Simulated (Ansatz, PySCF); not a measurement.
1-chlorocyclobutene (C4H5Cl), SMILES ClC1=CCC1. Atoms are numbered in the order given.

```xyz
10

Cl     0.0066    -1.7658     0.0000
C     -0.0611    -0.0557     0.0000
C     -1.0637     0.8338     0.0000
C     -0.1041     2.0030     0.0000
C      1.0497     0.9546     0.0000
H     -2.1514     0.7526     0.0000
H     -0.1364     2.6441    -0.8961
H     -0.1364     2.6441     0.8961
H      1.6882     0.9555    -0.8975
H      1.6882     0.9555     0.8975
```
Charge 0, spin multiplicity 1.

The structure is a stationary point at PBE0-D3(BJ)/def2-SVP.

Two levels are set side by side: PBE-D3(BJ)/def2-SVP (Ansatz, a quantum-chemistry and plane-wave program) and PBE0-D3(BJ)/def2-SVP (Ansatz). Each level has its own optimised geometry; the coordinates shown are those of the second. Frequencies come from the Hessian of PySCF at each geometry. Differences are taken from unrounded values.

```tsv
quantity	PBE0-D3(BJ)	PBE-D3(BJ)	PBE-D3(BJ) minus PBE0-D3(BJ)
mean bond length (Å)	1.312	1.322	0.010
bond Cl1–C2 (Å)	1.711	1.725	0.013
bond C2–C3 (Å)	1.340	1.353	0.013
bond C2–C5 (Å)	1.502	1.510	0.009
bond C3–C4 (Å)	1.513	1.521	0.008
bond C4–C5 (Å)	1.559	1.570	0.011
bond C3–H6 (Å)	1.091	1.098	0.008
bond C4–H7 (Å)	1.102	1.111	0.009
bond C4–H8 (Å)	1.102	1.111	0.009
bond C5–H9 (Å)	1.101	1.110	0.008
bond C5–H10 (Å)	1.101	1.110	0.008
highest harmonic wavenumber (cm⁻¹)	3252	3160	-92
mean harmonic wavenumber (cm⁻¹)	1429	1379	-50
zero-point energy (kcal/mol)	49.05	47.32	-1.73
```

Exact exchange shortens and stiffens bonds; PBE has none. Differences between two approximate levels are no errors against the true value.
